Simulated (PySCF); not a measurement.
**MS for M along group 14**

CCSD(T) with double-zeta basis sets in PySCF, for the lowest determinant that a PBE0 search found; no spin–orbit coupling. De refers to high-spin ground-configuration atoms.

```
 M                basis  reference, frozen orbitals  state (unpaired electrons)  Re (Å)  ωe (cm⁻¹)  De (eV)
 C  cc-pVDZ/cc-pV(D+d)Z                      RHF, 6      singlet (closed shell)   1.560       1271     6.75
Si           x2c-SVPall                     RHF, 10      singlet (closed shell)   1.951        748     5.67
Ge             def2-SVP                     RHF, 14      singlet (closed shell)   2.034        571     5.17
Pb             def2-SVP                      RHF, 9      singlet (closed shell)   2.343        417     4.00
```

(1) The row for M = Sn is missing. Estimate Re, ωe and De as the mean of the rows for Ge and Pb, and compare with the calculation.

The rows differ in basis set, which adds steps of its own.

Correlated steps freeze the inner cores (6 to 14 orbitals); shallow outer-core shells are correlated. Correlated levels converge slowly with the basis: in double zeta they bind strong bonds too weakly, by up to about 1 eV, and carry superposition errors of some tenths. These are scalar-relativistic numbers at best; spin–orbit coupling would shift them, the dissociation energy most. Where the molecule has an RHF reference, its open-shell atoms are computed with UHF. The CCSD T1 diagnostic is raised in CS, GeS, PbS, SiS, SnS, a sign that a single reference may not be enough there.

## Answers

(1) The means are 2.188 Å, 494 cm⁻¹ and 4.58 eV. RHF-CCSD(T) in def2-SVP gives SnS as a singlet (closed shell) with Re = 2.249 Å, ωe = 471 cm⁻¹, De = 4.39 eV, so the estimate is off by -6.1 pm, +5 % and +0.19 eV.
